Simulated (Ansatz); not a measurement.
A nudged elastic band was laid between two geometries of ClGaH3N + H (7 atoms, charge 0, multiplicity 2).

All numbers below come from UKS B3LYP-D4/def2-mTZVP in Ansatz.

| Property | Result |
| --- | --- |
| movable images | 8 |
| climbing image | no |
| spring | 5.0 eV/Å² |
| optimiser | quadratic models (default) |
| start path | through a guess of the saddle point |
| force threshold | 0.05 eV/Å |
| iteration limit | 60 |
| end points | relaxed |

Initial state:

```xyz
7
Properties=species:S:1:pos:R:3
Ga -0.104 0.094 -0.086
H -0.025 0.040 1.461
Cl 1.707 0.316 -1.271
N -1.614 -0.011 -1.083
H -2.543 -0.114 -0.703
H -1.610 0.025 -2.092
H 0.196 -0.349 3.828
```

Final state:

```xyz
7
Properties=species:S:1:pos:R:3
Ga -0.022 -0.693 -0.668
H 0.153 -0.346 2.772
Cl 1.724 0.456 -1.387
N -1.653 -0.117 -1.359
H -2.505 -0.436 -0.913
H -1.720 0.875 -1.571
H 0.030 0.262 3.181
```

**Question.** What changes between the two ends?

**Answer.** Bonds broken: Ga1–H2. Bonds formed: H2–H7. ClGaH3N + H becomes ClGaH2N + H2.

**Question.** Give the energies along the band, and the barrier.

**Answer.** The forces met the threshold. The highest image is number 1 of 0 to 9, 0.3 kJ/mol above the first end and 108.0 kJ/mol above the last; the last end lies 107.7 kJ/mol below the first. The top lies less than 8 meV above the higher end, about what the thresholds resolve: that end is a shoulder or a very shallow well. No image climbed, so the highest image needn't sit at the top of the path.

| image | path coordinate (Å) | energy (kJ/mol) | Ga1–H2 (Å) | H2–H7 (Å) |
| --- | --- | --- | --- | --- |
| 0 | 0.00 | 0.0 | 1.55 | 2.41 |
| 1 | 0.56 | 0.3 | 1.55 | 2.13 |
| 2 | 1.11 | -1.3 | 1.61 | 1.47 |
| 3 | 1.66 | -87.9 | 2.19 | 0.78 |
| 4 | 2.22 | -104.0 | 2.67 | 0.75 |
| 5 | 2.77 | -107.3 | 3.15 | 0.74 |
| 6 | 3.31 | -107.6 | 3.61 | 0.74 |
| 7 | 3.85 | -107.6 | 3.52 | 0.74 |
| 8 | 4.39 | -107.6 | 3.46 | 0.74 |
| 9 | 4.93 | -107.7 | 3.46 | 0.74 |

**Question.** What is the geometry of the highest image?

**Answer.** 
```xyz
7
Properties=species:S:1:pos:R:3
Ga -0.035 0.007 -0.076
H 0.111 -0.207 1.456
Cl 1.719 0.372 -1.309
N -1.592 -0.004 -1.003
H -2.499 -0.162 -0.590
H -1.640 0.142 -2.000
H -0.057 -0.149 3.576
```

The run took 3.2 min on 4 threads of Intel(R) Xeon(R) 6975P-C (Granite Rapids), with other jobs on the host, peak memory 0.27 GiB.
